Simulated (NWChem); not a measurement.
System meant: CH3BrZn; SMILES [Br][Zn][CH3]

NWChem input:

```
start job
memory heap 200 mb stack 900 mb global 1100 mb
geometry units angstroms noautoz
  Zn    -0.000750    -0.881432     0.000053
  Br     0.001169     1.366070    -0.000100
  C     -0.004411    -2.790291     0.000463
  H     -0.738682    -3.182580    -0.711038
  H     -0.255012    -3.183284     0.991438
  H      0.977531    -3.186663    -0.278672
end
basis spherical
  Zn library def2-svp
  Br library def2-svp
  C library def2-svp
  H library def2-svp
end
dft
  xc pbe0
  iterations 4
  mulliken
end
task dft energy
```

End of the output:

```
    Atom       Charge   Shell Charges
 -----------   ------   -------------------------------------------------------
    1 Zn  30    29.42   2.00  2.00  1.95  0.65  0.21  5.99  5.91  0.76  7.76  2.19  0.00
    2 Br  35    35.30   2.00  2.00  1.96  1.14  0.78  5.99  5.81  2.46  3.14  7.84  2.03  0.15
    3 C    6     6.38   1.97  0.59  0.36  1.87  1.55  0.04
    4 H    1     0.97   0.62  0.27  0.07
    5 H    1     0.97   0.62  0.27  0.07
    6 H    1     0.97   0.62  0.27  0.07

 center of mass
 --------------
 x =   0.00000000 y =   0.00000000 z =   0.24128190

 moments of inertia (a.u.)
 ------------------
        1156.570314629852           0.000000000000           0.000000000000
           0.000000000000        1156.570314629852           0.000000000000
           0.000000000000           0.000000000000          11.273353212489

     Multipole analysis of the density
     ---------------------------------

     L   x y z        total         alpha         beta         nuclear
     -   - - -        -----         -----         ----         -------
     0   0 0 0     -0.000000    -37.000000    -37.000000     74.000000

     1   1 0 0      0.000000      0.000000      0.000000      0.000000
     1   0 1 0      0.000000     -0.000000     -0.000000      0.000000
     1   0 0 1     -0.959303     -0.479651     -0.479651      0.000000

     2   2 0 0    -28.480031    -17.036472    -17.036472      5.592912
     2   1 1 0     -0.000000     -0.000000     -0.000000      0.000000
     2   1 0 1     -0.000000      0.000000      0.000000     -0.000000
     2   0 2 0    -28.480031    -17.036472    -17.036472      5.592912
     2   0 1 1     -0.000000     -0.000000     -0.000000     -0.000000
     2   0 0 2    -31.673681   -311.211326   -311.211326    590.748971

 ------------------------------------------------------------------------
 dft energy failed                                                                                  0
 ------------------------------------------------------------------------
 ------------------------------------------------------------------------
  current input line :
    22: task dft energy
 ------------------------------------------------------------------------
 ------------------------------------------------------------------------
 This type of error is most commonly associated with calculations not reaching convergence criteria
 ------------------------------------------------------------------------
 For more information see the NWChem manual at https://nwchemgit.github.io

0:dft energy failed:Received an Error in Communication
```

Question: What is wrong, and how is it mended?

Answer: The run did not converge; its last values are not results. Cause: the SCF was allowed too few iterations. This input runs:
```
start job
memory heap 200 mb stack 900 mb global 1100 mb
geometry units angstroms noautoz
  Zn    -0.000750    -0.881432     0.000053
  Br     0.001169     1.366070    -0.000100
  C     -0.004411    -2.790291     0.000463
  H     -0.738682    -3.182580    -0.711038
  H     -0.255012    -3.183284     0.991438
  H      0.977531    -3.186663    -0.278672
end
basis spherical
  Zn library def2-svp
  Br library def2-svp
  C library def2-svp
  H library def2-svp
end
dft
  xc pbe0
  iterations 150
  mulliken
end
task dft energy
```
It converges to -4392.32778 Ha (PBE0/def2-SVP).
